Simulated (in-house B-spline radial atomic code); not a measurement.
**Ionising Ga17+ with different functionals**

Computed with a radial B-spline atomic code at the basis-set limit: non-relativistic Hamiltonian, point nucleus, spin-polarised at highest spin, spherical fractional occupations for the functionals. The ionisation energy is the difference of two self-consistent energies, [Ne] 3s2 3p2 → [Ne] 3s2 3p1, without Breit or QED terms; ε is the level of the shell that loses the electron (its least bound occupied spin orbital). There is no spin-orbit coupling in this Hamiltonian.

Hybrids are left out here: with spherical fractional occupations of an open shell their exact exchange keeps a self-interaction that integer-occupation calculations don't have.

```json
{"method": "LDA exchange-only", "rung": "LDA", "ΔSCF (eV)": "633.60", "-ε(3p) (eV)": "613.54"}
{"method": "PBE", "rung": "GGA", "ΔSCF (eV)": "635.69", "-ε(3p) (eV)": "615.73"}
{"method": "revTPSS", "rung": "meta-GGA", "ΔSCF (eV)": "?", "-ε(3p) (eV)": "?"}
{"method": "M06-L", "rung": "meta-GGA", "ΔSCF (eV)": "?", "-ε(3p) (eV)": "?"}
```

Problem. What does revTPSS give?

Solution. ΔSCF 635.55 eV, and -ε(3p) = 615.77 eV.

Problem. What does M06-L give?

Solution. ΔSCF 635.67 eV, and -ε(3p) = 616.67 eV.

Problem. Among the functionals, which spreads more, the ΔSCF values or the orbital energies?

Solution. The orbital energies: ΔSCF values span about 2.09 eV and the orbital energies 3.13 eV.

Problem. How do they compare with the NIST value?

Solution. NIST lists 640 eV ± 1.5 (semi-empirical, ground level to ground level). Errors run from -6.40 to -4.31 eV. The correlated functionals all miss on the same side by more than they spread, so the cause is common to them (relativity, Breit-QED terms, multiplet and fine-structure energies, or a listed next ion that isn't the cheapest removal here) and closeness doesn't rank the functionals.
